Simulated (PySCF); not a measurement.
BH5N, SMILES [NH3+]B, charge +1. Heavy atoms are numbered as in [BH2:1][NH3+:2]. Hydrogens are named by the atom that carries them.

Geometry optimised at ωB97X-D3(BJ)/def2-TZVP. The isomer is the one that the SMILES or the coordinates give; other isomers of the formula were not compared.

These are PBE0/pcSseg-2 run with PySCF values and carry that method's errors.

GIAO shieldings, no solvent; atoms alike by connectivity are averaged. δ = σ(ref) − σ: ¹¹B against BF3 (σ = 88.8 ppm); ¹⁵N against NH3 (σ = 263.3 ppm); ¹H against TMS (σ = 31.54 ppm), references at their B3LYP-D3(BJ)/def2-TZVP geometries, non-relativistic.

Computed chemical shifts:
```tsv
nucleus	atoms	count	δ (ppm)
¹¹B	B1 (BH2)	1	70.2
¹⁵N	N2 (NH3)	1	54.3
¹H	H on B1	2	7.02
¹H	H on N2	3	5.42
```
